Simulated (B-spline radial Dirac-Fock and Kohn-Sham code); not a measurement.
**I²⁺: non-radiative channels of the N1 vacancy**

System: the I²⁺ ion, configuration [Kr] 4d10 5s2 5p3, inside a Watson sphere of charge -2 and radius 1.6 Å (a model of the Madelung potential; inside it an electron's potential energy is raised by 18.0 eV).

Calculated with a radial finite-basis atomic code, using independent-particle radiative and Coulomb Auger rates from relativistic LDA hole-state orbitals, with Dirac-Fock energies. Kinetic energies are configuration averages from the vacuum level; the two-hole energies are estimated from single-hole states.

```tsv
transition	kinetic energy (eV)	width (meV)	share (%)
N1-N2O1	–	458	10.2
N1-N2O2	–	188	4.2
N1-N3O1	25.82	773	17.2
N1-N2O3	–	414	9.2
N1-N3O2	38.44	378	8.4
N1-N3O3	39.91	554	12.3
N1-N4N4	64.40	35.8	0.8
N1-N4N5	65.88	669	14.9
N1-N5N5	67.83	221	4.9
N1-N4O1	109.8	216	4.8
N1-N5O1	111.5	316	7.0
N1-N4O2	122.4	16.5	0.4
N1-N4O3	123.8	80.3	1.8
N1-N5O2	124.1	68.6	1.5
N1-N5O3	125.5	69.9	1.6
N1-O1O1	150.6	13.6	0.3
N1-O1O3	165.4	15.1	0.3
```

A dash stands for an energy that rests on an unreliable hole state.

Coster-Kronig rates are the weakest part of this model and often come out 1.5 to 2.5 times too large. The listed channels hold 100 % of the non-radiative rate. Summed by principal shells, of 4.50 eV in all: NNO 78.5 %, NNN 20.6 %, NOO 0.9 %.
